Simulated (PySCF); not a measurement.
# Bonding in `N[Si@@H]1C[C@H](F)[SiH2]N1`

C2H9FN2Si2.
Atom-mapped SMILES: `[NH2:1][Si@@H:2]1[CH2:3][C@H:4]([F:5])[SiH2:6][NH:7]1` (hydrogens: H8, H9 on N1; H10 on Si2; H11, H12 on C3; H13 on C4; H14, H15 on Si6; H16 on N7)

Cartesian coordinates in Å at the GFN2-xTB level; atoms count from 1:
```
atom  x, y, z in Å
N1     2.213    0.950   -0.137
Si2    0.975    0.024   -0.888
C3    -0.665    0.968   -0.734
C4    -1.353    0.509    0.545
F5    -0.748    1.158    1.629
Si6   -1.071   -1.374    0.777
N7     0.417   -1.433   -0.090
H8     3.154    0.594   -0.089
H9     1.986    1.449    0.710
H10    1.431   -0.321   -2.231
H11   -0.542    2.051   -0.723
H12   -1.316    0.724   -1.572
H13   -2.398    0.836    0.580
H14   -2.131   -2.152    0.126
H15   -0.924   -1.700    2.194
H16    0.965   -2.276   -0.109
```

Bond orders from the PBE0/pcSseg-1 density (PySCF). Isolated species at its GFN2-xTB geometry (one conformer only).

Question: Where do the orders between heavy atoms depart from those drawn in the SMILES?

Answer: The largest departure is 0.185, at C4–F5 (drawn single, 0.815). Drawn single, order below 0.88: Si2–C3 (0.877), C4–F5 (0.815) and C4–Si6 (0.856).

Question: Set the Mayer orders of the bonds beside their lengths.

Answer: 
```json
{"bond": "N1–Si2", "drawn as": "single", "length (Å)": "1.719", "Mayer order": "1.102"}
{"bond": "Si2–C3", "drawn as": "single", "length (Å)": "1.899", "Mayer order": "0.877"}
{"bond": "C3–C4", "drawn as": "single", "length (Å)": "1.522", "Mayer order": "1.032"}
{"bond": "C4–F5", "drawn as": "single", "length (Å)": "1.401", "Mayer order": "0.815"}
{"bond": "C4–Si6", "drawn as": "single", "length (Å)": "1.918", "Mayer order": "0.856"}
{"bond": "Si6–N7", "drawn as": "single", "length (Å)": "1.723", "Mayer order": "1.016"}
{"bond": "N7–Si2", "drawn as": "single", "length (Å)": "1.753", "Mayer order": "0.915"}
{"bond": "N1–H8", "drawn as": "single", "length (Å)": "1.007", "Mayer order": "0.947"}
{"bond": "N1–H9", "drawn as": "single", "length (Å)": "1.009", "Mayer order": "0.939"}
{"bond": "Si2–H10", "drawn as": "single", "length (Å)": "1.459", "Mayer order": "0.930"}
{"bond": "C3–H11", "drawn as": "single", "length (Å)": "1.090", "Mayer order": "0.944"}
{"bond": "C3–H12", "drawn as": "single", "length (Å)": "1.089", "Mayer order": "0.935"}
{"bond": "C4–H13", "drawn as": "single", "length (Å)": "1.095", "Mayer order": "0.949"}
{"bond": "Si6–H14", "drawn as": "single", "length (Å)": "1.467", "Mayer order": "0.898"}
{"bond": "Si6–H15", "drawn as": "single", "length (Å)": "1.462", "Mayer order": "0.924"}
{"bond": "N7–H16", "drawn as": "single", "length (Å)": "1.005", "Mayer order": "0.927"}
```

Bonds between the same two heavy elements. N–Si: lowest N7–Si2 (0.915, 1.753 Å), highest N1–Si2 (1.102, 1.719 Å). C–Si: lowest C4–Si6 (0.856, 1.918 Å), highest Si2–C3 (0.877, 1.899 Å).

Question: Sum the orders of all bonds at each heavy atom with more than one neighbour and set the sums beside the valence in the SMILES.

Answer: N1 2.988 (drawn 3), Si2 3.824 (drawn 4), C3 3.788 (drawn 4), C4 3.652 (drawn 4), Si6 3.694 (drawn 4), N7 2.858 (drawn 3). Orders between atoms that aren't bonded are not in these sums.

Mayer orders depend on the basis set.
